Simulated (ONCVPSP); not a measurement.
Before and after: ONCV potential for Ta (Z = 73)

- Element: Ta
- Generator: ONCVPSP 4.0.1
- Type: optimised norm-conserving Vanderbilt (ONCV)
- Functional: PBE
- Relativity: scalar-relativistic
- Frozen core: [Xe] 4f14
- Valence charge: 5
- Reference configuration: 5d3 6s2
- Partial waves: 6s: rc 2.90 bohr, ncon 4, nbas 8, qcut 2.4 1/bohr, 2 projectors, debl 1.8 Ha; p scattering state at 0.23 Ha: rc 2.65 bohr, ncon 4, nbas 7, qcut 2.6 1/bohr, 1 projector; 5d: rc 2.30 bohr, ncon 3, nbas 7, qcut 8 1/bohr, 3 projectors, debl 3.9 Ha
- Local potential: polynomial inside 1.65 bohr (lpopt 3, dvloc0 4 Ha)
- Core correction: Teter function, fcfact 4, rcfact 1.6

In the p channel the program set the typed energies aside and used 0.050 Ha.

All-electron outer shells of the reference configuration (PBE, scalar-relativistic, ld1.x):

| shell | level (eV) | outermost node (bohr) | outermost maximum (bohr) |
| --- | --- | --- | --- |
| 4f | -24.70 | – | 0.44 |
| 6s | -5.44 | 1.32 | 2.78 |
| 5d | -3.59 | 0.65 | 1.58 |

Change: s: nproj 1.

Cutoffs: the cutoffs (Ha) at which the residual kinetic energy of the hardest occupied pseudo-wave falls to 1 and 0.1 mHa per electron; they do not see the model core or the augmentation charge, which bear on the density cutoff. Errors are all-electron minus pseudo energies relative to the spin-unpolarised reference configuration.

Task: How do hardness, ghosts and transferability respond?

Result: The potential gets neither clearly harder nor softer (13 Ha and 16 Ha → 13 Ha and 16 Ha); the lowest positive-energy flag moves from s at 56.0 eV to s at 10.8 eV; the errors of the 4 common tests hardly move; the range in which the s phases agree narrows (upper end 1.9 → 0.3); neither file shows a bound ghost.

| quantity | base | changed |
| --- | --- | --- |
| cutoff, loose | 13 Ha | 13 Ha |
| cutoff, tight | 16 Ha | 16 Ha |
| bound ghosts | none | none |
| GHOST(+) flags under 300 eV | s at 56.0 eV | s at 10.8 eV |
| error for 5d3 6s1, meV [ΔE 8.47 eV] | -66 | -64 |
| error for 5d3 6s0, meV [ΔE 23.44 eV] | -340 | -340 |
| error for 5d2 6s0, meV [ΔE 47.04 eV] | -710 | -710 |
| error for 5d3 6s0 6p2, meV [ΔE 8.60 eV] | -76 | -76 |
| s: phases at 2.94 bohr within 0.05 rad from the reference energy up to (Ha; the scan ends near 5) | 1.9 | 0.3 |
| p: phases at 2.69 bohr within 0.05 rad from the reference energy up to (Ha; the scan ends near 5) | 0.2 | 0.2 |
| d: phases at 2.34 bohr within 0.05 rad from the reference energy up to (Ha; the scan ends near 5) | to the end of the scan | to the end of the scan |
| rms error of d²Exc/dni dnj with the model core, mHa | 2.86 | 2.86 |
